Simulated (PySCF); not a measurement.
C8H2F4N2O. Atoms are numbered in the order given.

```xyz
17

F     -2.6543    -2.2429     0.7521
C     -1.9919    -1.1490     0.3830
C     -2.6868     0.0018     0.0275
C     -1.9688     1.1323    -0.3465
F     -2.6065     2.2470    -0.6986
C     -0.5736     1.1171    -0.3687
F      0.0686     2.2153    -0.7556
C      0.1405    -0.0404    -0.0083
C      1.6006    -0.0763    -0.0318
N      2.3839    -1.0987    -0.2106
N      3.6799    -0.6214    -0.1378
C      3.5873     0.6490     0.0777
O      2.3065     1.0730     0.1585
C     -0.5955    -1.1796     0.3696
F      0.0172    -2.2939     0.7377
H     -3.7769     0.0170     0.0413
H      4.3825     1.3816     0.1942
```
Charge 0, spin multiplicity 1.

Geometry: B3LYP-D3(BJ)/def2-SVP. The structure was generated by enumeration, and PubChem lists no compound with its InChIKey, so it may never have been made. Other conformers were not sampled.

Method: PySCF with PBE/def2-SVP.

ESP charges are fitted to the potential on shells at 1.4 to 2.0 van der Waals radii. Atomic charges (e):

```csv
atom,Löwdin,Mulliken,ESP fit
F1,-0.02,?,-0.13
C2,0.04,0.20,0.22
C3,-0.06,?,-0.38
C4,0.03,0.20,0.19
F5,-0.02,?,-0.12
C6,0.04,?,0.42
F7,-0.01,-0.12,-0.16
C8,-0.10,-0.15,-0.91
C9,0.01,0.07,1.10
N10,-0.07,?,-0.39
N11,-0.07,-0.09,-0.32
C12,0.03,0.16,0.20
O13,0.03,?,-0.32
C14,0.05,?,0.39
F15,0.01,-0.10,-0.15
H16,0.06,?,0.23
H17,0.04,0.04,0.15
```

Question: Fill in the missing entries. (The exact figures need the calculation; the answer reports its results.)

Answer: 
- F1, Mulliken: -0.13
- C3, Mulliken: -0.13
- F5, Mulliken: -0.13
- C6, Mulliken: 0.20
- N10, Mulliken: -0.09
- O13, Mulliken: -0.15
- C14, Mulliken: 0.21
- H16, Mulliken: 0.02

Question: Give the Mayer and Wiberg (Löwdin basis) orders of the bonds. (The exact figures need the calculation; the answer reports its results.)

Answer: 
| bond | Mayer | Wiberg |
|---|---|---|
| F1–C2 | 1.15 | 1.31 |
| C2–C3 | 1.31 | 1.41 |
| C3–C4 | 1.30 | 1.41 |
| C4–F5 | 1.15 | 1.31 |
| C4–C6 | 1.27 | 1.37 |
| C6–F7 | 1.22 | 1.32 |
| C6–C8 | 1.28 | 1.34 |
| C8–C9 | 1.03 | 1.09 |
| C9–N10 | 1.72 | 1.82 |
| N10–N11 | 1.16 | 1.35 |
| N11–C12 | 1.72 | 1.91 |
| C9–O13 | 1.18 | 1.28 |
| C12–O13 | 1.14 | 1.33 |
| C2–C14 | 1.26 | 1.37 |
| C8–C14 | 1.29 | 1.33 |
| C14–F15 | 1.23 | 1.34 |
| C3–H16 | 1.00 | 0.91 |
| C12–H17 | 0.98 | 0.96 |
